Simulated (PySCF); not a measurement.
First SCF of a structure search on singlet [HfF3]+, at a hand-made trigonal pyramidal geometry. PySCF input:

```python
from pyscf import gto, scf, dft
mol = gto.M(atom='''
Hf     0.000000     0.000000     0.000000
F      1.869000     0.000000     0.993800
F     -0.934500     1.618600     0.993800
F     -0.934500    -1.618600     0.993800''',
    basis={'Hf': 'def2-TZVP', 'F': 'def2-TZVP'},
    ecp={'Hf': 'def2-TZVP'},
    charge=1, spin=0)
mf = dft.RKS(mol, xc='PBE0')
mf.grids.atom_grid = (50, 194)
aux = {'Hf': 'def2-universal-JKFIT', 'F': 'def2-universal-JKFIT'}
mf = mf.density_fit(auxbasis=aux)
mf.conv_tol = 1e-08
mf.diis_space = 10
mf.max_cycle = 60
mf.init_guess = 'minao'
mf.verbose = 4
mf.kernel()
```

Excerpt of the output (cycles and frontier levels):

```
init E= -328.629200371086
  HOMO = -0.62774584004805  LUMO = -0.289024426894098  gap/eV = 9.21708
cycle= 1 E= -346.922521366946  delta_E= -18.3  |g|= 1.13  |ddm|= 5.86
  HOMO = -0.449122022326659  LUMO = -0.437154246930741  gap/eV = 0.32566
cycle= 2 E= -335.297045963944  delta_E= 11.6  |g|= 7.57  |ddm|= 4.44
  HOMO = -0.56909188513132  LUMO = -0.382754688612664  gap/eV = 5.07049
cycle= 3 E= -347.152951194063  delta_E= -11.9  |g|= 0.579  |ddm|= 3.91
  HOMO = -0.615655801508772  LUMO = -0.417164994452452  gap/eV = 5.40121
cycle= 4 E= -347.188974853586  delta_E= -0.036  |g|=  0.2  |ddm|= 0.177
  HOMO = -0.61766968386049  LUMO = -0.39669120792378  gap/eV = 6.01313
cycle= 5 E= -347.197717666243  delta_E= -0.00874  |g|= 0.0511  |ddm|= 0.112
  HOMO = -0.621724750594443  LUMO = -0.395086502337929  gap/eV = 6.16714
cycle= 6 E= -347.198190861068  delta_E= -0.000473  |g|= 0.00946  |ddm|= 0.0308
  HOMO = -0.621590212184248  LUMO = -0.395199196642796  gap/eV = 6.16041
cycle= 7 E= -347.198200044044  delta_E= -9.18e-06  |g|= 0.006  |ddm|= 0.00654
  HOMO = -0.621414864342075  LUMO = -0.39531885759347  gap/eV = 6.15239
cycle= 8 E= -347.198206170142  delta_E= -6.13e-06  |g|= 0.000743  |ddm|= 0.0027
  HOMO = -0.621382435920592  LUMO = -0.395373784821221  gap/eV = 6.15001
cycle= 9 E= -347.198206284381  delta_E= -1.14e-07  |g|= 9.46e-05  |ddm|= 0.000413
  HOMO = -0.621376593720178  LUMO = -0.395374681748176  gap/eV = 6.14983
cycle= 10 E= -347.198206286502  delta_E= -2.12e-09  |g|= 4.38e-05  |ddm|= 7.08e-05
  HOMO = -0.62137025268846  LUMO = -0.395381648128591  gap/eV = 6.14946
Extra cycle  E= -347.198206284598  delta_E= 1.9e-09  |g|= 0.000112  |ddm|= 8.67e-05
converged SCF energy = -347.198206284598
```

No lower solution of this spin was found from smeared starts or by a stability analysis within the restricted form, which does not test spin polarisation.

With an element this heavy the missing spin–orbit coupling can shift these numbers.

The search for the lowest solution, 3 starts and the stability check together, took 8.4 s on 4 threads of a shared Arm Neoverse V1 host, with 133 basis functions; the process peaked at 0.58 GiB. Launch command: `OMP_NUM_THREADS=4 python axn.py task.json out`.
